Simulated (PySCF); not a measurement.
## Electronic structure of F²⁺ (fluorine, charge +2) at the UHF level

Configuration: [He] 2s1 2p3 3s1, high-spin 6S determinant (an excited configuration). Computed with PySCF 2.14 in aug-cc-pVTZ with one added diffuse shell each of s, p, d, f type (6s5p4d3f, 62 functions), with no relativity, point nucleus.

```
Total energy                                     : -95.899634 hartree
One-electron energy                              : -121.2140 hartree
Hartree (Coulomb) energy                         : 34.3606 hartree
Exchange energy                                  : -9.0462 hartree
Kinetic energy                                   : 95.90606 hartree
⟨S²⟩                                             : 8.7500
⟨L²⟩                                             : 0.000
Sum of ⟨r⟩                                       : 6.494 bohr
Sum of ⟨r²⟩                                      : 12.36 bohr²
Density at the nucleus (Gaussians lack the cusp) : 427 bohr⁻³
Spin density at the nucleus                      : 15.2 bohr⁻³
Langevin diamagnetic susceptibility              : -9.79 ×10⁻⁶ cm³/mol
```

```json
{"shell": "1s α", "electrons": "1", "mean orbital energy (eV)": "-784.82", "rms radius, mean of both spins (bohr)": "0.204"}
{"shell": "1s β", "electrons": "1", "mean orbital energy (eV)": "-775.97", "rms radius, mean of both spins (bohr)": "0.204"}
{"shell": "2s α", "electrons": "1", "mean orbital energy (eV)": "-102.48", "rms radius, mean of both spins (bohr)": "0.935"}
{"shell": "2p α", "electrons": "3", "mean orbital energy (eV)": "-78.149", "rms radius, mean of both spins (bohr)": "0.919"}
{"shell": "3s α", "electrons": "1", "mean orbital energy (eV)": "-23.005", "rms radius, mean of both spins (bohr)": "2.98"}
```

The outer electron is Rydberg-like, and this basis confines it to a smaller radius and binds it less than a complete one would.

Spin-orbit constants ζ (cm⁻¹) from the X2C one-electron operator on these orbitals (non-relativistic here): bare nucleus, nucleus screened by l(l+1)(2l+1)/3 electrons, and screened by the Breit-Pauli mean field of the electrons.

```json
{"shell": "2p", "bare": "608.9", "screened nucleus": "473.6", "mean field": "420.0"}
```
